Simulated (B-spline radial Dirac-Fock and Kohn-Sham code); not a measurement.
## Kohn-Sham estimates against Dirac-Fock for the levels of Ni⁷⁺

System: the Ni⁷⁺ ion, [Ar] 3d3.

The density-functional columns are spherical, spin-unpolarised Dirac-Kohn-Sham results without Breit or QED terms: −ε is minus the orbital energy of the initial state and ΔSCF the difference of two total energies. The reference in the last column comes from multi-electron Dirac-Fock with separately optimised hole states, Breit and Lamb-shift corrections added in first order. All numbers are from a radial B-spline solver, in eV; a selection of levels is shown. For the 1s level of heavy atoms much of the gap between ΔSCF and the reference is the Breit and QED part, -14.5 eV here; for other levels the error of the functional can be larger.

```
level  PBE −ε  PBE ΔSCF  LDA −ε  LDA ΔSCF  Dirac-Fock
   1s  8363.6    8542.3  8346.6    8524.8      8511.6
   2s  1138.6    1174.4  1136.7    1172.6      1196.3
2p1/2  1013.0    1054.8  1012.5    1054.3      1055.3
2p3/2   995.6    1036.7   995.1    1036.3      1038.2
   3s   252.6     267.5   252.0     266.9       275.9
3p1/2   213.3     228.1   213.2     227.9       228.6
3p3/2   210.7     225.4   210.6     225.2       226.0
   3d   146.0     160.7   146.3     161.0       159.4
```

Q: Order the estimates of the K (1s) level by their distance from the Dirac-Fock value, nearest first.
A. LDA −ε
B. LDA ΔSCF
C. PBE ΔSCF
D. PBE −ε

A: B (13.2 eV), C (30.7 eV), D (148.0 eV), A (164.9 eV).

Values without a named source are computed, but for edge energies of neutral atoms, which are taken from tables.
